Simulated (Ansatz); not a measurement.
```yaml
crystal:
  periodic: [false, false, false]
  atoms:
    - {symbol: Hg, position_ang: [-0.022743, 0.105528, -0.101061]}
    - {symbol: Br, position_ang: [-0.013392, -0.276295, 2.323155]}
    - {symbol: Br, position_ang: [0.019953, 0.067990, -2.433181]}
basis:
  gaussian: {orbitals: def2-TZVPD}
hamiltonian: {xc: {name: SPW92}}
output: {forces: true}
```

```sh
$ ansatz run in.yaml --threads 2 --pin off --events-out ev --progress --plain --max-ram 4352MiB
```

It prints (some lines left out):

```
Functional definition: SPW92
1230 factors; their error is unknown
mean field evaluation 1: about -144069.3082 eV, gradient 3.7e1 eV
mean field evaluation 2: about -144059.6354 eV, gradient 7.3e1 eV
mean field evaluation 4: about -144072.1887 eV, gradient 3.7e0 eV
mean field evaluation 8: about -144072.2200 eV, gradient 2.5e-1 eV
mean field evaluation 16: about -144072.2110 eV, gradient 2.3e-4 eV
mean field -144072.21104374 eV, -5294.5561002053 hartree, gradient 7.0e-5 eV, S^2 0.000000; 0 other end points of the search recorded, 0 dependent functions left out
reference -144072.21109690 eV, -5294.5561021590 hartree; 45, 45 occupied and 115, 115 virtual orbitals, 1230 factors
Total energy: -144072.21109690 eV, -5294.5561021590 hartree
Atom 0 at    -0.022743     0.105528    -0.101061 Å, force     0.032952    -0.454093     1.539828 eV/Å
Atom 1 at    -0.013392    -0.276295     2.323155 Å, force    -0.023115     0.305678    -0.979152 eV/Å
Atom 2 at     0.019953     0.067990    -2.433181 Å, force    -0.009837     0.148415    -0.560676 eV/Å
Dipole moment:    -0.007481     0.070134    -0.090705 e Å
```

Run time 2.4 s (2 threads of Arm Neoverse V2 on a shared host).

In the def2 sets Hg takes a core potential; there is no spin–orbit coupling.
